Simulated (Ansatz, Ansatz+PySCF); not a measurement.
```tsv
atom	x (Å)	y (Å)	z (Å)
C	-0.0267	-0.4249	-0.0925
O	-0.0146	-0.4268	1.1850
N	0.0484	0.6680	-0.8578
H	0.0499	-1.3602	-0.6420
H	-0.0239	0.5722	-1.8969
H	-0.0421	1.6132	-0.4096
```

Basis set: def2-SVP (spherical functions). Left uncorrelated: 3 orbitals. Charge 0, multiplicity 1.

Computed with Ansatz (development build ahead of 0.2.0); each method stands on the lowest determinant of its kind that the runs found. Restricted open shells among the atoms or ions are ROHF, correlated in semicanonical orbitals with singles. Restricted functionals stand beside restricted open-shell atoms, which can lie above the unrestricted atoms usual in DFT and then raise those values.

(1) Give the atomization energy at this shape (free ground-state atoms in the same class of orbitals less the molecule, no zero-point energy) of singlet CH₃NO by ωB97X (restricted), ωB97X (unrestricted), r²SCAN (restricted), r²SCAN (unrestricted), PBE (restricted), PBE (unrestricted), PBE0 (restricted), PBE0 (unrestricted), RHF-CCSD(T), RHF-MP2, UHF-MP2, RHF, UHF.

Answers

(1)

```tsv
method	atomization energy
ωB97X (restricted)	24.70 eV
ωB97X (unrestricted)	24.46 eV
r²SCAN (restricted)	24.78 eV
r²SCAN (unrestricted)	24.55 eV
PBE (restricted)	25.75 eV
PBE (unrestricted)	25.64 eV
PBE0 (restricted)	24.74 eV
PBE0 (unrestricted)	24.60 eV
RHF-CCSD(T)	22.87 eV
RHF-MP2	23.38 eV
UHF-MP2	23.36 eV
RHF	16.41 eV
UHF	16.06 eV
```

Caution: the shape is not the minimum.
